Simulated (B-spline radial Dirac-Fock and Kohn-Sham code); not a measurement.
**Dy⁵⁴⁺: scattering cross sections and density moments**

System: the Dy⁵⁴⁺ ion in the configuration 1s2 2s2 2p6 3s2.

These are calculated numbers from a radial B-spline solver; the model is Dirac-Fock densities.

| Item | Value |
| --- | --- |
| Sum of ⟨r⟩ | 1.106 bohr |
| Sum of ⟨r²⟩ | 0.1657 bohr² |
| Sum of ⟨1/r⟩ | 299.84 per bohr |
| Langevin diamagnetic susceptibility | -0.131 × 10⁻⁶ cm³/mol |
| Lamb shielding (α²/3)Σ⟨1/r⟩ | 5322 ppm |

Coherent scattering is the Thomson cross section weighted by f₀², without anomalous dispersion; incoherent scattering is Klein-Nishina weighted by S. The Lamb formula is the non-relativistic shielding expression. Electron correlation is left out. A dash stands where the photon energy is too low for the impulse approximation behind that column.

```csv
hν (keV),coherent (b),incoherent (b),incoherent per electron (b)
2,95.54,–,–
10,89.90,–,–
20,76.36,1.054,0.0879
30,62.01,1.637,0.136
50,40.76,2.494,0.208
100,16.72,3.582,0.298
200,5.621,3.858,0.321
500,1.099,3.219,0.268
```

Incoherent scattering overtakes coherent scattering between 200 and 500 keV.
